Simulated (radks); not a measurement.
The numbers below are computed, except where a source is named.
Ionisation of the tantalum ion Ta+, [Xe] 4f14 5d3 6s1, to Ta2+, [Xe] 4f14 5d3, under several functionals. Dirac Kohn-Sham, spin-unpolarised, spherical densities, finite nucleus; open shells fill j = l - 1/2 first; a radial shooting solver on a logarithmic mesh with Libxc functionals.

functional	E(Ta+) (hartree)	Exc (hartree)	IE (eV)	-e(HOMO) (eV)	<r> HOMO (bohr)	IE error (eV)
exchange-only PBE	-15619.0358	-312.7897	14.288	9.764	2.110	-1.912
exchange-only B88	-15620.3802	-314.1538	14.230	9.772	2.105	-1.970
HCTH/407	-15632.5337	-326.7270	14.818	10.821	2.051	-1.382
LDA (Slater exchange, Perdew-Zunger correlation)	-15614.0901	-307.8207	15.192	10.935	2.072	-1.008
RPBE	-15623.8122	-317.6317	14.704	10.567	2.072	-1.496
B86b exchange with PBE correlation	-15624.5397	-318.3661	14.889	10.682	2.074	-1.311
LDA (Slater exchange, Perdew-Wang correlation)	-15614.0847	-307.8149	15.184	10.933	2.071	-1.016
OLYP	-15628.9687	-323.0038	14.460	10.461	2.053	-1.740

NIST Atomic Spectra Database: 16.2 eV (semi-empirical). Closest: LDA (Slater exchange, Perdew-Zunger correlation). The Delta-SCF values span 0.96 eV, the total energies 18.45 hartree. The highest occupied level is 5d3/2. Spin polarisation and multiplet splitting are left out, so open shells lie too high by an amount that depends on their filling.

Beside tabulated values, note that spin-unpolarised runs miss the spin-polarisation part of the exchange energy of open shells.
